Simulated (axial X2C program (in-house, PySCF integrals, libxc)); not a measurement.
# Spectroscopic constants of MoSi⁺

All values were computed with an in-house relativistic program for diatomic molecules. Spin-free means the one-electron spin-free X2C Hamiltonian. Basis: Mo dyall-cv3z [11s12p9d5f3g], Si dyall-v3z [8s7p2d1f] (cores contracted in-house); Gaussian nuclei, density fitting, unrestricted open shells. Masses: Mo 97.905 u, Si 27.977 u.

The run was started with this input:
```json
{"zs": [42, 14], "q": 1, "bas": ["dyall-cv3z", "dyall-v3z"], "levels": ["PBE0", "HF", "BLYP"], "cc": true, "r0": 2.54, "thr": -1.0, "nmax": 90, "npts": 10, "nst": 2, "ntry": 6}
```
```bash
python so2c.py task.json out
```

Keys: zs atomic numbers; q charge; bas basis sets; levels methods; cc coupled cluster on or off; r0 starting distance in Å; thr threshold in hartree for freezing inner shells (an s shell follows its p shell); nmax most natural virtual spinors; npts points on the curve; nst determinants followed; ntry starts of the search. HF also brings MP2.

State, spin-free: M_S = 5/2, Λ = 0 (beyond evenly filled blocks: σα, π+α, π-α, δ+α, δ-α); electrons by block: σα: 14, σβ: 13, π+α: 6, π+β: 5, π-α: 6, π-β: 5, δ+α: 2, δ+β: 1, δ-α: 2, δ-β: 1. Fragments: Mo+ + Si.

```tsv
Hamiltonian	level	Re (Å)	ωe (cm⁻¹)	ωexe (cm⁻¹)	αe (cm⁻¹)	De (eV)	D0 (eV)	μ (D)
spin-free	PBE0	2.473	321.6	1.25	0.000665	2.09	2.07	0.56
spin-free	HF	2.739	208.1	0.981	0.00072	0.234	0.221	0.94
spin-free	MP2	2.479	291.7	1.68	0.000821	1.48	1.46	n/a
spin-free	CCSD	2.518	299.0	1.66	0.000756	1.62	1.60	n/a
spin-free	CCSD(T)	2.499	313.9	1.6	0.000701	1.78	1.76	n/a
spin-free	BLYP	2.495	321.0	1.16	0.000629	2.79	2.77	1.14
```

Correlated methods: 9 electrons correlated (number of frozen shells: Mo 4 s, 3 p, 1 d; Si 2 s, 1 p), 265 virtual spin orbitals or spinors in MP2, 90 natural virtuals in coupled cluster.

Dipoles are positive if Si is the positive end and refer to the centre of mass.

One determinant describes the state; a PBE0 search over occupations chose it and may have missed a lower one. Dissociation energies refer to the lowest single-determinant-based atoms at the same level and basis. CCSD and (T) use frozen natural virtuals with an MP2 correction for the truncation; (T) itself is uncorrected, so its De runs slightly low. PBE0 can misorder states that lie within some tenths of an eV, so this need not be the ground state of the molecule. The nearest other spin-free determinant of the search, M_S = 3/2, Λ = 1, lies 0.30 eV up at the distance of the search. At some level and bond length an empty orbital lies below a filled one. The determinant is spin-polarised beyond a pure state at some levels (its spin-free form has ⟨S²⟩ too high), which makes Re and μ there less reliable. The T1 diagnostic is large, a sign of multireference character. With the outer-core shells frozen, correlated bond lengths of heavy atoms tend to come out a few hundredths of an ångström too long.

No reliable constants came from BLYP (2c), CCSD (2c), CCSD(T) (2c), HF (2c), MP2 (2c), PBE0 (2c): no minimum in range, unconverged points, a curve that is not smooth, a change of character along it, or the two Hamiltonians disagreeing along it.

The whole task took 3 min on 1 thread of Arm Neoverse V1, on a shared host.
